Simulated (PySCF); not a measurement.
CH7FSi2.

```xyz
11

Si    -1.7686     0.2295     0.2805
C     -0.0685     1.0781     0.2770
Si     1.3691    -0.1086     0.0745
F      0.9363    -1.2659    -1.0135
H     -1.7598    -0.9294     1.2405
H     -2.8328     1.2015     0.7155
H     -2.1084    -0.2745    -1.0924
H     -0.0531     1.8388    -0.5322
H      0.0621     1.6211     1.2387
H      1.6707    -0.7970     1.3747
H      2.5982     0.5731    -0.4562
```

Coordinates come from a PBE-D3(BJ)/def2-SVP optimisation. Other conformers were not sampled.

Calculation: PBE/pcSseg-1 run with PySCF. Non-relativistic, no solvent.

Task: Give the absolute GIAO shielding of each atom: isotropic value and principal components (ppm). (The exact figures need the calculation; the answer reports its results.)

Result: 
```csv
atom,σ(iso),σ11,σ22,σ33,span
Si1,407.6,386.5,388.7,447.7,61.2
C2,184.1,167.9,186.9,197.3,29.4
Si3,321.9,259.5,313.9,392.2,132.7
F4,376.5,348.6,371.5,409.4,60.8
H5,26.9,23.8,25.4,31.5,7.7
H6,26.9,23.6,24.8,32.2,8.5
H7,26.9,23.6,25.5,31.6,8.0
H8,30.3,26.1,28.0,37.0,10.9
H9,31.2,26.7,28.3,38.6,11.9
H10,25.7,22.6,24.2,30.3,7.7
H11,25.5,22.1,23.9,30.4,8.3
```
